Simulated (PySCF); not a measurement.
Compound: C9H8 (charge +1 and doublet state).
SMILES: `C[C+]=[C]c1ccccc1`

Structure optimised with GFN2-xTB, isolated species. This method treats the open shell by occupation alone, without spin polarisation.

Take the most abundant isotopes and a rigid rotor. 

Q: Give the principal moments of inertia and the rotational constants in MHz.

A: Ia = 93.77, Ib = 596.99, Ic = 687.68 u·Å²; 505379 MHz·u·Å²/I gives A = 5390, B = 846.5, C = 734.9 MHz.

Q: What kind of rotor is it?

A: A near-prolate asymmetric top: κ = (2 × 846.5 − 5390 − 734.9)/(5390 − 734.9) = -0.95.

Q: Is it planar, by Δ = Ic − Ia − Ib?

A: Not planar: Δ = Ic − Ia − Ib = -3.08 u·Å². For a rigid frame Δ = −2 Σ m c², so Σ m c² = 1.54 u·Å² lies off the ab plane, practically all of it from hydrogen. The atom farthest from that plane is 0.88 Å away.

Q: Give the other two planar moments, Paa and Pbb, and the rms extents of the mass along the axes.

A: Paa = Σ m a² = (Ib + Ic − Ia)/2 = 595.45 and Pbb = Σ m b² = (Ia + Ic − Ib)/2 = 92.23 u·Å². With the mass M = 116.06 u, the rms extents √(P/M) along a, b and c are 2.27, 0.89, 0.12 Å.

Q: Give the coordinates in the principal-axis frame, origin at the centre of mass.

A: The sense of each axis is arbitrary; atoms in the order of the calculation.
```tsv
atom	mass (u)	a (Å)	b (Å)	c (Å)
C1	12.000	4.026	0.008	0.000
C2	12.000	2.614	-0.003	0.001
C3	12.000	1.389	-0.004	0.001
C4	12.000	0.005	-0.004	-0.001
C5	12.000	-0.712	-1.231	-0.002
C6	12.000	-2.084	-1.216	0.001
C7	12.000	-2.773	0.004	0.001
C8	12.000	-2.077	1.220	-0.001
C9	12.000	-0.706	1.229	0.000
H10	1.008	4.398	-0.533	-0.877
H11	1.008	4.416	1.026	0.002
H12	1.008	4.402	-0.538	0.871
H13	1.008	-0.163	-2.160	-0.005
H14	1.008	-2.637	-2.142	0.002
H15	1.008	-3.853	0.008	0.003
H16	1.008	-2.625	2.150	-0.003
H17	1.008	-0.151	2.154	0.000
```

Q: List the rotational levels J(Ka,Kc) to J = 3 (MHz).

A: Above 0(0,0):
J = 1: 1(0,1) 1581, 1(1,1) 6125, 1(1,0) 6236
J = 2: 2(0,2) 4742, 2(1,2) 9176, 2(1,1) 9511, 2(2,1) 23140, 2(2,0) 23142
J = 3: 3(0,3) 9479, 3(1,3) 13752, 3(1,2) 14421, 3(2,2) 27885, 3(2,1) 27895, 3(3,1) 50881, 3(3,0) 50881

Q: Estimate the classical rotational partition function at 25 K, 100 K and 500 K.

A: Point group Cs, symmetry number σ = 1; q = (√π/σ)·√((kT/h)³/(ABC)), k/h = 20836.6 MHz/K: 11500 at 25 K, 92100 at 100 K, 1030000 at 500 K.

For this open shell read J as N, the rotation without spin; fine and hyperfine splittings come on top. No GFN2-xTB frequencies stand behind this structure, so it isn't proved a minimum. No vibrational averaging or centrifugal distortion is included, and the geometry carries the error of its method.

All values are computed, not measured.
